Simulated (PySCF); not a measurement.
Species: C6H11ClO2Si.
Geometry (GFN2-xTB, Å), atoms numbered from 1 in this order:
```xyz
21
C6H11ClO2Si angstrom
C     -2.8404    0.0036   -0.0358
C     -1.3992    0.3798    0.0008
C     -1.0627    1.6811    0.6473
C     -0.4413   -0.4040   -0.5462
C     -0.7048   -1.6548   -1.2418
O     -1.7733   -2.2131   -1.3471
O      0.8845    0.0131   -0.5406
C      1.7417   -0.7383    0.3119
Si     3.4229    0.1556    0.1791
Cl     3.2211    1.9709    1.0039
H     -3.0090   -0.9087    0.5348
H     -3.1530   -0.2182   -1.0549
H     -3.4571    0.8007    0.3706
H     -1.5292    2.4946    0.0916
H      0.0106    1.8468    0.6721
H     -1.4606    1.7042    1.6618
H      0.2026   -2.0766   -1.7202
H      1.3443   -0.7426    1.3352
H      1.8005   -1.7829   -0.0123
H      3.7619    0.3058   -1.2298
H      4.4317   -0.5999    0.9193
```

Computed at PBE0/pcSseg-1 (PySCF, non-relativistic), with Q(17O) = −0.0256 b, Q(35Cl) = −0.0817 b: O6, 17O (I = 5/2): χzz = 12.14 MHz, η = 0.433; O7, 17O (I = 5/2): χzz = 12.24 MHz, η = 0.993; Cl10, 35Cl (I = 3/2): χzz = -40.55 MHz, η = 0.053.

**Question.** Where would the pure quadrupole (NQR) lines of 17O at O6 fall for the rigid, isolated species?

**Answer.** From the eigenvalues of H = χ/[4I(2I − 1)] × [3Iz² − I(I + 1) + η(Ix² − Iy²)], steps between neighbouring levels, labelled as for η = 0: ±1/2↔±3/2 2.160 MHz, ±3/2↔±5/2 3.520 MHz (aldehyde oxygen).

**Question.** Where would the pure quadrupole (NQR) lines of 17O at O7 fall for the rigid, isolated species?

**Answer.** From the eigenvalues of H = χ/[4I(2I − 1)] × [3Iz² − I(I + 1) + η(Ix² − Iy²)], steps between neighbouring levels, labelled as for η = 0: ±1/2↔±3/2 3.224 MHz, ±3/2↔±5/2 3.242 MHz (ether oxygen).

**Question.** Where would the pure quadrupole (NQR) lines of 35Cl at Cl10 fall for the rigid, isolated species?

**Answer.** From ν = (|χ|/2)√(1 + η²/3): ν = 20.28 MHz (silicon-bound chlorine). For 37Cl the ratio of quadrupole moments, 0.7881, gives 15.99 MHz.

**Question.** Apply the simplest Townes–Dailey estimate (no s hybridisation, no π bonding), ionic character = 1 − χzz/χ0, where χ0 is the coupling for one missing p electron along the bond: −109.74 MHz for 35Cl.

**Answer.** Cl10 on Si9: 1 − (-40.55)/(-109.74) = 0.63. In this model a purely covalent bond gives χ0 and a free halide ion gives zero; s hybridisation or π bonding, where present, is counted here as ionic character.

In a crystal, neighbours and librations shift these lines. GFN2-xTB bond lengths can be off by several hundredths of an ångström, more for odd bonds, and the gradients follow them. With so small a basis the couplings can be 20 % off.

One conformer stands for the species.
